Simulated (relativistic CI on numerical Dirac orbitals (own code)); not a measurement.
**V2+ in a cubic cluster: 3s photoemission with charge transfer**

Computed with a charge-transfer multiplet model of a cubic metal-ligand cluster with up to 2 ligand holes, Slater and spin-orbit integrals from Dirac-Coulomb-Breit ions, Slater integrals scaled by 0.7. The parameters are those of a tetrahedral site (10Dq negative, t2 hopping the larger). The ground state mixes d3 with configurations of k ligand holes L, whose averages lie at kΔ + k(k − 1)U_dd/2; a core hole lowers each added d electron by U_cd. 20 K, Lorentzian 1.4 eV and Gaussian 0.8 eV FWHM.

Atomic integrals in eV (Slater integrals scaled, ζ unscaled), ground: F2dd 6.242, F4dd 3.880, zeta_d 0.019; with the core hole: F2dd 7.136, F4dd 4.475, zeta_d 0.026, G2cd 7.352.

Cluster parameters (eV): Δ = 5.9, U_dd = 6, U_cd = 7, 10Dq = -0.15, 10Dq(ligand) = 0, final-state hopping factor = 1.

| Case | n_d | d3 | d4L | d5L2 | S |
| --- | --- | --- | --- | --- | --- |
| V(eg) = 0.48 eV, V(t2g) = -0.81 eV | 3.09 | 0.91 | 0.09 | 0.00 | 1.50 |
| V(eg) = 0.78 eV, V(t2g) = -1.32 eV | 3.20 | 0.81 | 0.18 | 0.01 | 1.50 |
| V(eg) = 1.38 eV, V(t2g) = -2.34 eV | 3.40 | 0.63 | 0.33 | 0.03 | 1.50 |

Weights, n_d and S are thermal averages at 20 K. Binding energies count from the first peak over 30 % of the highest in each spectrum, which can be another peak from case to case. The parameters are a model scan and need not match a compound or its usual spin state. Peaks in eV (height, largest 100):
- V(eg) = 0.48 eV, V(t2g) = -0.81 eV: 0.0 (69), 2.8 (100), 5.3 (82), 6.7 (80), 10.6 (57)
- V(eg) = 0.78 eV, V(t2g) = -1.32 eV: 0.0 (94), 3.5 (58), 6.8 (100), 12.3 (32)
- V(eg) = 1.38 eV, V(t2g) = -2.34 eV: 0.0 (100), 5.2 (59), 10.6 (18), 15.8 (14)

For the case V(eg) = 1.38 eV, V(t2g) = -2.34 eV, Δ = 5.9 eV is smaller than U_dd = 6 eV, the charge-transfer side of the Zaanen-Sawatzky-Allen scheme. With the core hole the average of the configuration with one ligand hole lies at Δ − U_cd = -1.1 eV before mixing: the effective hopping of about 5.4 eV (from the holes of the mixed ground state) is comparable with this gap or larger, so the configurations mix strongly.

Without intra-shell correlation the exchange splitting of the 3s hole comes out too large.
